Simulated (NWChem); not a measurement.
System: CH$_{6}$OSi; SMILES [SiH2](O)C

Here is an NWChem input.

```
start job
memory heap 200 mb stack 900 mb global 1100 mb
geometry units angstroms noautoz
  Si     0.454318     0.122995    -0.013676
  C     -0.430590    -1.538598    -0.033584
  O     -0.587535     1.429112    -0.087170
  H      1.314436     0.260569    -1.214991
  H      1.310243     0.189452     1.209918
  H     -1.078290    -1.672733     0.841240
  H      0.302911    -2.355212    -0.027009
  H     -1.049167    -1.649923    -0.931248
  H     -1.164469     1.561740     0.677306
end
basis spherical
  * library sto-3g
end
dft
  xc b3lyp
  iterations 150
  mulliken
end
task dft energy
```

Output (shortened):

```
             Northwest Computational Chemistry Package (NWChem) 7.3.0
             --------------------------------------------------------

 C1  symmetry detected

                             Geometry "geometry" -> ""
                             -------------------------

 Output coordinates in angstroms (scale by  1.889725989 to convert to a.u.)

  No.       Tag          Charge          X              Y              Z
 ---- ---------------- ---------- -------------- -------------- --------------
    1 Si                  14.0000     0.49639184     0.09577580     0.00190528
    2 C                    6.0000    -0.45386922    -1.52929288    -0.02057761
    3 O                    8.0000    -0.49277889     1.44241087    -0.06820837
    4 H                    1.0000     1.36045471     0.20145392    -1.19980799
    5 H                    1.0000     1.35514034     0.12572262     1.22495909
    6 H                    1.0000    -1.10577443    -1.63932548     0.85448636
    7 H                    1.0000     0.24660110    -2.37442445    -0.01618008
    8 H                    1.0000    -1.07701181    -1.61415516    -0.91797558
    9 H                    1.0000    -1.06344923     1.59633768     0.69697689

 Effective nuclear repulsion energy (a.u.)     115.9204781388

                                 NWChem DFT Module
                                 -----------------

 Summary of "ao basis" -> "ao basis" (spherical)
 ------------------------------------------------------------------------------
       Tag                 Description            Shells   Functions and Types
 ---------------- ------------------------------  ------  ---------------------
 Si                          sto-3g                  5        9   3s2p
 C                           sto-3g                  3        5   2s1p
 O                           sto-3g                  3        5   2s1p
 H                           sto-3g                  1        1   1s

            General Information
            -------------------
          SCF calculation type: DFT
          Wavefunction type:  closed shell.
          No. of atoms     :     9
          No. of electrons :    34
           Alpha electrons :    17
            Beta electrons :    17
          Charge           :     0
          Spin multiplicity:     1
          Use of symmetry is: off; symmetry adaption is: off
          Maximum number of iterations: 150
          AO basis - number of functions:    25
                     number of shells:    17
          Convergence on energy requested:  1.00D-06
          Convergence on density requested:  1.00D-05
          Convergence on gradient requested:  5.00D-04

              XC Information
              --------------
                         B3LYP Method XC Potential
                     Hartree-Fock (Exact) Exchange  0.200
                        Slater Exchange Functional  0.800 local
                    Becke 1988 Exchange Functional  0.720 non-local
              Lee-Yang-Parr Correlation Functional  0.810
                  VWN I RPA Correlation Functional  0.190 local

             Grid Information
             ----------------
          Grid used for XC integration:  medium
          Radial quadrature: Mura-Knowles
          Angular quadrature: Lebedev.
          Tag              B.-S. Rad. Rad. Pts. Rad. Cut. Ang. Pts.
          ---              ---------- --------- --------- ---------
          Si                  1.10       88           8.0       590
          C                   0.70       49           9.0       434
          O                   0.60       49          10.0       434
          H                   0.35       45          10.0       434
          Grid pruning is: on
          Number of quadrature shells:   456
          Spatial weights used:  Erf1

      Superposition of Atomic Density Guess
      -------------------------------------

 Sum of atomic energies:        -399.20648538

      Non-variational initial energy
      ------------------------------

 Total energy =    -399.270012
 1-e energy   =    -787.786845
 2-e energy   =     272.596355
 HOMO         =      -0.183106
 LUMO         =       0.407028

     ---------------------------------------------
      Total Density - Mulliken Population Analysis
     ---------------------------------------------

    Atom       Charge   Shell Charges
 -----------   ------   -------------------------------------------------------
    1 Si  14    12.85   2.00  1.99  5.88  1.20  1.79
    2 C    6     6.37   1.99  1.36  3.02
    3 O    8     8.85   2.00  1.83  5.03
    4 H    1     1.21   1.21
    5 H    1     1.22   1.22
    6 H    1     0.95   0.95
    7 H    1     0.95   0.95
    8 H    1     0.95   0.95
    9 H    1     0.64   0.64

   convergence    iter        energy       DeltaE   RMS-Dens  Diis-err
 ---------------- ----- ----------------- --------- --------- ---------
 d= 0,ls=0.0,diis     1   -401.4900309986 -5.17D+02  5.79D-02  4.16D-01
 d= 0,ls=0.0,diis     2   -401.4733125151  1.67D-02  3.40D-02  5.73D-01
 d= 0,ls=0.0,diis     3   -401.5624178297 -8.91D-02  3.32D-03  2.79D-03
 d= 0,ls=0.0,diis     4   -401.5628722126 -4.54D-04  9.85D-04  4.89D-04
 d= 0,ls=0.0,diis     5   -401.5629531945 -8.10D-05  1.78D-04  8.92D-06
  Resetting Diis
 d= 0,ls=0.0,diis     6   -401.5629547109 -1.52D-06  4.32D-05  8.04D-07
 d= 0,ls=0.0,diis     7   -401.5629548587 -1.48D-07  4.66D-06  3.02D-09

         Total DFT energy =     -401.562954858734
      One electron energy =     -786.389229372557
           Coulomb energy =      306.286907100935
    Exchange-Corr. energy =      -37.381110725894
 Nuclear repulsion energy =      115.920478138783

 Numeric. integr. density =       34.000003239863

                       DFT Final Molecular Orbital Analysis
                       ------------------------------------

 Vector   15  Occ=2.000000D+00  E=-2.805828D-01
              MO Center=  1.2D-01, -4.5D-01, -4.2D-02, r^2= 2.6D+00
   Bfn.  Coefficient  Atom+Function         Bfn.  Coefficient  Atom+Function
  ----- ------------  ---------------      ----- ------------  ---------------
    13     -0.391984  2 C  py                 7      0.386387  1 Si px
    12     -0.315805  2 C  px                20      0.276082  4 H  s
     8      0.251981  1 Si py                21      0.237328  5 H  s
    18      0.228610  3 O  py                22      0.165123  6 H  s
     3     -0.163395  1 Si px                24      0.163858  8 H  s

 Vector   16  Occ=2.000000D+00  E=-1.840869D-01
              MO Center= -3.0D-01,  1.2D+00, -8.9D-02, r^2= 1.6D+00
   Bfn.  Coefficient  Atom+Function         Bfn.  Coefficient  Atom+Function
  ----- ------------  ---------------      ----- ------------  ---------------
    19     -0.562068  3 O  pz                18      0.539308  3 O  py
    16      0.436159  3 O  s                 21      0.232421  5 H  s
     8     -0.203840  1 Si py                25     -0.182060  9 H  s
    13      0.175800  2 C  py                20     -0.166787  4 H  s
     7      0.138076  1 Si px                 6     -0.101333  1 Si s

 Vector   17  Occ=2.000000D+00  E=-1.418050D-01
              MO Center= -3.8D-01,  1.2D+00,  2.7D-03, r^2= 1.3D+00
   Bfn.  Coefficient  Atom+Function         Bfn.  Coefficient  Atom+Function
  ----- ------------  ---------------      ----- ------------  ---------------
    17      0.673630  3 O  px                18      0.509337  3 O  py
    19      0.402227  3 O  pz                21     -0.244678  5 H  s
    13      0.219503  2 C  py                11      0.149277  2 C  s
    12      0.117600  2 C  px                23     -0.056135  7 H  s
    24     -0.038209  8 H  s                 22     -0.032686  6 H  s

 Vector   18  Occ=0.000000D+00  E= 2.646547D-01
              MO Center= -1.1D-01,  5.8D-01,  1.3D-01, r^2= 2.1D+00
   Bfn.  Coefficient  Atom+Function         Bfn.  Coefficient  Atom+Function
  ----- ------------  ---------------      ----- ------------  ---------------
     6      0.859842  1 Si s                 16     -0.705032  3 O  s
    18      0.471489  3 O  py                25      0.473694  9 H  s
     7     -0.433500  1 Si px                 8      0.375443  1 Si py
    19     -0.361858  3 O  pz                20     -0.290252  4 H  s
    21     -0.287327  5 H  s                 11     -0.285701  2 C  s

 Vector   19  Occ=0.000000D+00  E= 3.139814D-01
              MO Center=  6.8D-01, -3.6D-01,  3.3D-02, r^2= 2.2D+00
   Bfn.  Coefficient  Atom+Function         Bfn.  Coefficient  Atom+Function
  ----- ------------  ---------------      ----- ------------  ---------------
     6      0.830375  1 Si s                  8     -0.652136  1 Si py
    21     -0.602104  5 H  s                 20     -0.581910  4 H  s
     7      0.487655  1 Si px                13     -0.481354  2 C  py
    11     -0.446605  2 C  s                 16      0.237381  3 O  s
    23     -0.218288  7 H  s                  4      0.191392  1 Si py

 Vector   20  Occ=0.000000D+00  E= 3.353236D-01
              MO Center=  3.7D-01,  1.5D-02,  1.3D-02, r^2= 2.8D+00
   Bfn.  Coefficient  Atom+Function         Bfn.  Coefficient  Atom+Function
  ----- ------------  ---------------      ----- ------------  ---------------
     9      0.988536  1 Si pz                20      0.693081  4 H  s
    21     -0.550841  5 H  s                 25     -0.362570  9 H  s
    22     -0.352881  6 H  s                 24      0.304829  8 H  s
     5     -0.286817  1 Si pz                14      0.279589  2 C  pz
     7     -0.211844  1 Si px                16      0.182645  3 O  s

     ---------------------------------------------
      Total Density - Mulliken Population Analysis
     ---------------------------------------------

[...]
```

Level: B3LYP/STO-3G. Coordinates come from a B3LYP/6-31G* (spherical d) optimisation.
